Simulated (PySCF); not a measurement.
**Computed vibrations of Ce(OH)3**

Ce(OH)3 (singlet in the valence; each metal's 4f electrons, 1 of them, lie in its core potential, out of spins and levels). PySCF 2.14.0, RKS PBE0, Ce lcecp-1-SVP with ECP47, O def2-SVP, H def2-SVP; non-relativistic Hamiltonian with scalar-relativistic core potentials where named; density fitting; no spin-orbit coupling. Central differences of gradients.

```xyz
7

Ce    0.0000    0.0000   -0.1167
O     2.1072    0.0000    0.3013
H     3.0100    0.0000    0.6199
O    -1.0536    1.8249    0.3013
H    -1.5050    2.6068    0.6199
O    -1.0536   -1.8249    0.3013
H    -1.5050   -2.6067    0.6199
```

Run from Python with OMP_NUM_THREADS=2. Where DIIS fails, smearing, a level shift and second-order steps follow.
It took 33 s on 2 threads of Intel(R) Xeon(R) 6975P-C (Granite Rapids) (shared host).

Question: What are the harmonic wavenumbers and infrared intensities?

Answer: Modes are labelled in C3v; negative numbers are unstable modes, those under 60 cm⁻¹ near the noise; a finer grid moves soft modes by up to 10 cm⁻¹.
```csv
cm⁻¹,km/mol,symmetry
42,10.7,a1
111,1.3,e
111,1.3,e
287,0.0,a2
360,288.9,e
360,288.9,e
454,21.5,e
454,21.5,e
479,486.8,a1
565,219.7,e
565,219.7,e
592,30.4,a1
3993,145.3,e
3993,145.3,e
3994,25.2,a1
```

Question: Is this a minimum?

Answer: Yes, within the noise of the softest modes. Ideal gas at 298.15 K and 1 bar: S = 362.8 J/(mol K), Cp = 108.3 J/(mol K), H − H(0 K) = 22.3 kJ/mol (rigid rotor, harmonic modes, spin degeneracy alone, that of the 4f electrons in the core included; the modes under 60 cm⁻¹ make these uncertain).

An lcecp potential fixes the number of 4f electrons, so in runs with it no electron can move into or out of that shell.
